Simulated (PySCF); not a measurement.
# Deuteron quadrupole couplings in `Cc1ccc(C(F)(F)F)[n+](C)c1`

C₈H₉F₃N (charge +1).
Z-matrix (Å and degrees, GFN2-xTB geometry), rows numbered from 1:
```
C 
C   1  1.4830
C   2  1.3957  1  122.01
C   3  1.3857  2  119.63  1   179.50
C   4  1.3848  3  119.80  2    -0.09
C   5  1.5261  4  119.69  3   179.52
F   6  1.3370  5  111.28  4  -120.88
F   6  1.3233  5  111.10  4    -0.75
F   6  1.3371  5  111.28  4   119.37
N   5  1.3491  4  120.61  3    -0.19
C  10  1.4484  5  121.20  4  -179.84
C  10  1.3348  5  119.69  4     0.34
H   1  1.0867  2  110.92  3    32.36
H   1  1.0862  2  111.73  3   154.78
H   1  1.0911  2  109.53  3   -85.85
H   3  1.0794  2  120.37  1    -0.75
H   4  1.0798  3  120.66  2   179.76
H  11  1.0911 10  110.73  5    58.18
H  11  1.0916 10  110.73  5   -61.84
H  11  1.0874 10  109.97  5   178.12
H  12  1.0809  2  119.97  1     0.71
```

Level: PBE0/pcSseg-1 (PySCF, non-relativistic); Q(2H) = 0.00286 b; rigid geometry, the same for H and D, with no vibrational averaging.

Task: Rank these positions by the coupling χzz of a deuteron there, largest first.
A. H21 (aromatic hydrogen)
B. H18 (methyl hydrogen)
C. H16 (aromatic hydrogen)
D. H20 (methyl hydrogen)

Result: C (211 kHz), A (206 kHz), D (201 kHz), B (193 kHz).

Task: Tabulate Vzz, the asymmetry η and χzz = 234.96 MHz × Q × Vzz for every hydrogen position.

Result: 
```
atom  bonded to  bond length (Å)  Vzz (au)     η  χzz (kHz)
 H13         C1            1.087    0.3076  0.05        207
 H14         C1            1.086    0.3094  0.06        208
 H15         C1            1.091    0.3015  0.03        203
 H16         C3            1.079    0.3137  0.05        211
 H17         C4            1.080    0.3100  0.06        208
 H18        C11            1.091    0.2873  0.10        193
 H19        C11            1.092    0.2871  0.10        193
 H20        C11            1.087    0.2984  0.12        201
 H21        C12            1.081    0.3065  0.11        206
```

Task: How does χzz go with the bond length over the 9 C–H bonds?

Result: A straight-line fit has a slope of -10.8 kHz for each 0.01 Å, with a correlation coefficient of -0.81, over lengths from 1.079 to 1.092 Å. The longer bonds have the smaller couplings here.

Task: A static deuteron (I = 1) shows a doublet split by (3/2)χ, (3/4)χ(1 + η) and (3/4)χ(1 − η) with the field along z, y and x of the gradient. What are these for H16?

Result: With |χ| = 210.8 kHz and η = 0.045: 316, 165 and 151 kHz, to first order and without motion.

Isolated species at its GFN2-xTB geometry, gas phase. GFN2-xTB bond lengths can be off by several hundredths of an ångström, more for odd bonds, and the gradients follow them. The basis is small and wasn't made for field gradients, so the couplings can be 20 % off.
